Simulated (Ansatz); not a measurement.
Computed with Ansatz on PBE0-D4/def2-TZVP structures; ΔE is electronic, products minus reactants. CBS: MP2 limit from def2 TZ/QZ plus the TZ coupled-cluster correction, frozen cores. DFT in def2-TZVPP. HSE06 is defined as in plane-wave codes. For Br, Ge outer-core shells are correlated without core-valence functions, which leaves a few kJ/mol of doubt a bond. Scalar relativity is left out up to krypton. One conformer a species, not always the lowest.

Consider the redistribution: `SB(Cl)Br` + `[CH3][Ge][Br]` → `CB(S)Br` + `[Cl][Ge][Br]`.

`SB(Cl)Br`:

Z-matrix (Å, degrees):
```
B
S 1 1.784
Br 1 1.912 2 122.7
Cl 1 1.743 2 117.7 3 -180.0
H 2 1.343 1 96.6 3 0.0
```

`[CH3][Ge][Br]`:

```xyz
6

C     0.344    0.360   -0.422
Ge    0.215   -1.466    0.346
Br   -1.622   -1.029    1.758
H    -0.591    0.609   -0.933
H     1.174    0.432   -1.128
H     0.481    1.093    0.379
```

`CB(S)Br`:

Z-matrix (Å, degrees):
```
C
B 1 1.556
H 1 1.091 2 114.0
H 1 1.095 2 109.8 3 122.0
H 1 1.095 2 109.8 3 -122.0
S 2 1.785 1 126.2 3 0.0
Br 2 1.930 1 119.2 3 -180.0
H 6 1.345 2 96.9 1 0.0
```

`[Cl][Ge][Br]`:

Z-matrix (Å, degrees):
```
Ge
Cl 1 2.181
Br 1 2.342 2 100.5
```

| level | ΔE (kJ/mol) |
| --- | --- |
| PBE-D4 | -75.4 |
| B97M-V | -77.8 |
| r2SCAN0-D4 | -74.4 |
| ωB97M-V | -72.7 |
| r2SCAN | -75.7 |
| r2SCANh | -75.1 |
| HSE06 | -74.3 |
| CCSD/def2-SVP | -59.4 |

(1) What does CCSD(T)/CBS give? (Best estimate.)

Largest T1 diagnostic among the species: 0.011.

Answers

(1) Ansatz gave: -69.2 kJ/mol. The listed levels differ from it by -6.2, -8.6, -5.2, -3.5, -6.5, -5.9, -5.1, 9.8 kJ/mol.

Leaving LDA and LC-ωPBE aside and taking each functional with its dispersion term where it has one, the values, not all of them listed here, spread over 11.5 kJ/mol, from BLYP-D4 to PBE-QIDH. At CCSD(T), def2-SVP lies +9.8 kJ/mol from the extrapolated value and def2-TZVPP +4.2 kJ/mol.
